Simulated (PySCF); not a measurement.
GeH7NSi, SMILES [SiH2](N)[GeH3]. Heavy atoms are numbered as in [SiH2:1]([NH2:2])[GeH3:3]. Hydrogens are named by the atom that carries them.

Geometry optimised at PBE0-D3(BJ)/def2-SVP. The structure was generated by enumeration, and PubChem lists no compound with its InChIKey, so it may never have been made. Other conformers were not sampled.

The numbers are results of HF/pcSseg-1 in PySCF, not measurements.

GIAO shieldings, no solvent; atoms alike by connectivity are averaged. δ = σ(ref) − σ: ²⁹Si against TMS (σ = 393.8 ppm); ¹⁵N against NH3 (σ = 267.3 ppm); ⁷³Ge against GeH4 (σ = 1776.1 ppm); ¹H against TMS (σ = 31.99 ppm), references at their B3LYP-D3(BJ)/def2-TZVP geometries, non-relativistic.

```
nucleus       atoms  count  δ (ppm)
-------  ----------  -----  -------
²⁹Si     Si1 (SiH2)      1    -40.3
¹⁵N        N2 (NH2)      1     -6.2
⁷³Ge     Ge3 (GeH3)      1    -21.4
¹H         H on Si1      2     4.94
¹H         H on Ge3      3     3.45
¹H          H on N2      2     0.17
```
